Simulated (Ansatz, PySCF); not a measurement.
BrF2GeH2N, SMILES [NH2][Ge]([F])([F])[Br].

The structure is a stationary point at B3LYP-D3(BJ)/def2-SVP. The structure was generated by enumeration, and PubChem lists no compound with its InChIKey, so it may never have been made. One conformer was computed; it need not be the lowest.

Vertical ionisation energy (IE) and electron affinity (EA) in eV. Rows of orbital energies are one-electron estimates. Where ΔSCF, EOM or ADC give a negative EA the extra electron is unbound and the value depends on the basis.

| level | IE | EA |
|---|---|---|
| −ε(HOMO), −ε(LUMO), ωB97X/def2-TZVP (PySCF) | … | … |
| −ε(HOMO), −ε(LUMO), PBE/def2-TZVP (PySCF) | 7.19 | 2.36 |
| ΔSCF, PBE/def2-SVPD (Ansatz), final states of multiplicity 2 and 2 | 10.49 | 0.11 |

**Question.** Some entries are withheld; supply them. (Estimate from the structure and the level; the computed values follow.)

**Answer.** 
- −ε(HOMO), −ε(LUMO), ωB97X/def2-TZVP (PySCF), IE: 11.06
- −ε(HOMO), −ε(LUMO), ωB97X/def2-TZVP (PySCF), EA: -0.78

**Question.** What vertical singlet–triplet gap does ΔSCF give with PBE/def2-SVPD (Ansatz, an electronic-structure program)? (An estimate is asked for; the answer gives what the named calculation found.)

**Answer.** 4.91 eV (triplet above singlet where positive).
